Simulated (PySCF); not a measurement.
# Deuteron quadrupole couplings in `F/C=C\C1=COC=CO1`

C6H5FO2.
Cartesian coordinates in Å at the GFN2-xTB level; atoms count from 1:
```
atom  x, y, z in Å
F1    -1.0322    2.7143   -0.3943
C2    -1.9462    1.7414   -0.3667
C3    -1.6626    0.4499   -0.1989
C4    -0.3535   -0.1292   -0.0196
C5    -0.1737   -1.4451    0.1425
O6     1.0432   -2.0580    0.3178
C7     2.0972   -1.1505    0.3126
C8     1.9347    0.1507    0.1530
O9     0.7164    0.7666   -0.0262
H10   -2.9468    2.1272   -0.4979
H11   -2.4851   -0.2465   -0.1946
H12   -0.9884   -2.1486    0.1499
H13    3.0490   -1.6284    0.4523
H14    2.7471    0.8559    0.1478
```

Level: PBE0/pcSseg-1 (PySCF, non-relativistic); Q(2H) = 0.00286 b; rigid geometry, the same for H and D, with no vibrational averaging.

Task: Give the electric field gradient Vzz (the principal value of largest size), its asymmetry and the 2H coupling at each hydrogen.

Result: 
| atom | bonded to | bond length (Å) | Vzz (au) | η | χzz (kHz) |
| --- | --- | --- | --- | --- | --- |
| H10 | C2 | 1.080 | 0.3197 | 0.12 | 215 |
| H11 | C3 | 1.078 | 0.3315 | 0.11 | 223 |
| H12 | C5 | 1.076 | 0.3293 | 0.13 | 221 |
| H13 | C7 | 1.074 | 0.3345 | 0.12 | 225 |
| H14 | C8 | 1.076 | 0.3305 | 0.12 | 222 |

Task: A static deuteron (I = 1) shows a doublet split by (3/2)χ, (3/4)χ(1 + η) and (3/4)χ(1 − η) with the field along z, y and x of the gradient. What are these for H11?

Result: With |χ| = 222.8 kHz and η = 0.115: 334, 186 and 148 kHz, to first order and without motion.

One conformer (not necessarily the lowest) at the GFN2-xTB geometry, without solvent, vibrations or thermal averaging. GFN2-xTB bond lengths can be off by several hundredths of an ångström, more for odd bonds, and the gradients follow them. With so small a basis the couplings can be 20 % off.
